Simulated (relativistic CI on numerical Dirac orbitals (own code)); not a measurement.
# Ligand-field terms of d7

Computed with a parametric ligand-field model of a d^n configuration (Racah B and C, spin-orbit zeta, crystal field), exact diagonalisation.

Field parameters in Wybourne normalisation: D3d B²₀ = −7Dσ, B⁴₀ = −14Dq − 21Dτ, B⁴₃ = −14√(10/7) Dq; D4h B²₀ = −7Ds, B⁴₀ = 21(Dq − Dt), B⁴₄ = 21√(5/14) Dq. The field is a parameter set, without covalency.

(1) Ground term and bands for B = 1010, C = 3820, ζ = 0 cm⁻¹, D4h, 10Dq = 9000, Ds = 3000, Dt = -30 cm⁻¹?

(2) Ground term and bands for B = 390, C = 1740, ζ = 0 cm⁻¹, D3d, 10Dq = 30300, Dσ = -980, Dτ = -120 cm⁻¹?

(3) Ground term and bands for B = 430, C = 1600, ζ = 0 cm⁻¹, D3d, 10Dq = 11200, Dσ = 340, Dτ = -320 cm⁻¹?

(4) Ground term and bands for B = 460, C = 1960, ζ = 0 cm⁻¹, D4h, 10Dq = 9000, Ds = -1500, Dt = -330 cm⁻¹?

(5) Ground term and bands for B = 850, C = 3400, ζ = 0 cm⁻¹, D4h, 10Dq = 33650, Ds = -1500, Dt = 330 cm⁻¹?

Results:

(1) Ground term 4A2 with 2.03 electrons in the two orbitals of the cubic e set. Spin-allowed: 4E 6201 cm⁻¹ (1613 nm), 4E 12117 cm⁻¹ (825 nm), 4B2 13403 cm⁻¹ (746 nm), 4B1 22403 cm⁻¹ (446 nm). Lowest spin-forbidden: 2A1 9319 cm⁻¹ (1073 nm), 2A2 16150 cm⁻¹ (619 nm), 2E 17634 cm⁻¹ (567 nm).

(2) Ground term 2E with 1.01 electrons in the two orbitals of the cubic e set. Spin-allowed: 2A2 26428 cm⁻¹ (378 nm), 2E 27310 cm⁻¹ (366 nm), 2A1 29140 cm⁻¹ (343 nm), 2E 29750 cm⁻¹ (336 nm). Lowest spin-forbidden: 4A2 19198 cm⁻¹ (521 nm), 4E 22648 cm⁻¹ (442 nm), 4A1 49126 cm⁻¹ (204 nm).

(3) Ground term 2E with 1.06 electrons in the two orbitals of the cubic e set. Spin-allowed: 2A2 8262 cm⁻¹ (1210 nm), 2E 8620 cm⁻¹ (1160 nm), 2A1 9669 cm⁻¹ (1034 nm), 2E 9675 cm⁻¹ (1034 nm). Lowest spin-forbidden: 4A2 801 cm⁻¹, 4E 2830 cm⁻¹, 4A1 11063 cm⁻¹ (904 nm).

(4) Ground term 2B1 with 1.03 electrons in the two orbitals of the cubic e set. Spin-allowed: 2A1 7253 cm⁻¹ (1379 nm), 2B2 8775 cm⁻¹ (1140 nm), 2E 10273 cm⁻¹ (973 nm), 2E 13500 cm⁻¹ (741 nm). Lowest spin-forbidden: 4E 4339 cm⁻¹ (2305 nm), 4A2 6696 cm⁻¹ (1493 nm), 4E 13312 cm⁻¹ (751 nm).

(5) Ground term 2B1 with 1.02 electrons in the two orbitals of the cubic e set. Spin-allowed: 2A1 4205 cm⁻¹ (2378 nm), 2E 28917 cm⁻¹ (346 nm), 2E 31488 cm⁻¹ (318 nm), 2B2 32507 cm⁻¹ (308 nm). Lowest spin-forbidden: 4E 15201 cm⁻¹ (658 nm), 4A2 21058 cm⁻¹ (475 nm), 4B2 45079 cm⁻¹ (222 nm).
